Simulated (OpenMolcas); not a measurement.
**Co2+: effect of the level shift or regulariser**

```
Program             : OpenMolcas 26.06
Basis               : ANO-RCC-VQZP [7s6p4d3f2g1h]
Scalar Hamiltonian  : DKH2, point nucleus
Active space        : 7 electrons in 10 orbitals (3d 4d)
State averaging     : 2S+1 = 4 even, 10 roots; 2S+1 = 2 even, 40 roots
Spin-orbit coupling : state interaction with AMFI integrals over the reference wave functions, term energies averaged over their components
```

Methods on the same reference wave functions:
A. CASSCF
B. MS-CASPT2, IPEA 0.25 Eh, imaginary shift 0.1 Eh (closed shells correlated: 3s 3p)
C. MS-CASPT2, IPEA 0.25 Eh, imaginary shift 0.3 Eh (closed shells correlated: 3s 3p)

Energies in eV above 3d⁷ ⁴F_9/2, the measured ground level; measured values from Sugar and Corliss, J. Phys. Chem. Ref. Data 10, 1097 (1981).

| Level | A | B | C | Measured |
| --- | --- | --- | --- | --- |
| 3d⁷ ⁴F_9/2 | 0.0000 | 0.0000 | 0.0000 | 0.0000 |
| 3d⁷ ⁴F_7/2 | 0.0991 | 0.0995 | 0.0995 | 0.1043 |
| 3d⁷ ⁴F_5/2 | 0.1722 | 0.1722 | 0.1722 | 0.1799 |
| 3d⁷ ⁴F_3/2 | 0.2224 | 0.2220 | 0.2220 | 0.2315 |
| 3d⁷ ⁴P_5/2 | 2.2620 | 1.918 | 1.918 | 1.8848 |
| 3d⁷ ⁴P_3/2 | 2.2970 | 1.945 | 1.945 | 1.9129 |
| 3d⁷ ⁴P_1/2 | 2.3409 | 1.994 | 1.994 | 1.9604 |
| 3d⁷ ²G_9/2 | 2.3570 | 2.129 | 2.129 | 2.1050 |
| 3d⁷ ²G_7/2 | 2.4528 | 2.224 | 2.224 | 2.2027 |
| 3d⁷ ²H_11/2 | 3.0966 | 2.882 | 2.882 | 2.8170 |
| 3d⁷ ²P_3/2 | 3.0980 | 2.522 | 2.522 | 2.5038 |
| 3d⁷ ²H_9/2 | 3.1797 | 2.965 | 2.965 | 2.9055 |
| 3d⁷ ²P_1/2 | 3.2062 | 2.609 | 2.609 |  |
| 3d⁷ ²D_5/2(1) | 3.3573 | 2.920 | 2.920 | 2.8589 |
| 3d⁷ ²D_3/2(1) | 3.5124 | 3.062 | 3.062 | 3.0050 |
| 3d⁷ ²F_5/2 | 5.3253 | 4.655 | 4.655 | 4.5900 |
| 3d⁷ ²F_7/2 | 5.3699 | 4.700 | 4.700 | 4.6267 |
| 3d⁷ ²D_3/2(2) | 8.2592 | 7.272 | 7.273 |  |
| 3d⁷ ²D_5/2(2) | 8.3200 | 7.336 | 7.336 |  |

Deviations, from unrounded energies. A percentage is the sum of absolute deviations over the sum of measured energies, with the sign that they share, or ± where signs differ.

```tsv
Against measurement	Levels	A	B	C
mean absolute deviation (cm-1)	15	2800	300	300
fine structure of the ground term (%)	3	-4.3	-4.3	-4.3
other terms of the ground configuration (%)	12	+15.8	+1.6	+1.6
```

B, C lie about equally close to measurement and A furthest from it. The largest miss of B in the table is 3d⁷ ²F_7/2, by +590 cm-1. The ranking rests on the paired levels alone, and a cruder setting can come out closer through cancelling errors.

Between B and C no level of the table moves by more than 5 cm-1.

The two smallest mean deviations differ by little beside CASPT2's spread within terms, so their order carries little weight.

From A to B the spin-free energies of the other terms of 3d⁷ shown, above ⁴F, scale by factors of 0.80 to 0.93, as is usual when dynamic correlation screens the repulsion within a d or f shell.

The lowest spin-free term lies below A's lowest term by 0.479 hartree in B, 0.479 hartree in C.

Term energies are means over components that CASPT2 splits; among the terms shown or strongly mixed into the levels shown the widest spread is 1200 cm-1 (3d⁷ ⁴F, B). Active for correlation alone: 4d; no level in the range computed is led by a configuration that fills it, so any true level of that kind is missing. Without dynamic correlation excited terms often stand tens of per cent too high (terms of higher spin than the ground term too low), and those without a measured partner can miss by more than the paired ones (holds for A). Some levels mix across a computed gap that differs much from the measured one, so their mixing is not that of the real levels (holds for A). The CASPT2 spread within a term exceeds the gap to the next term for 3d⁷ ²H and 3d⁷ ²D(1), so the order of their levels is uncertain (holds for B; C). Computed and measured levels are paired by configuration, term and J; levels that our copy of the source lacks, or whose pairing is in doubt (as where it misses far off the trend of its configuration), stay unpaired and out of the deviations. Levels of configurations outside the active space are missing.

A number in round brackets counts repeated terms of one configuration in the order of the reference energies.
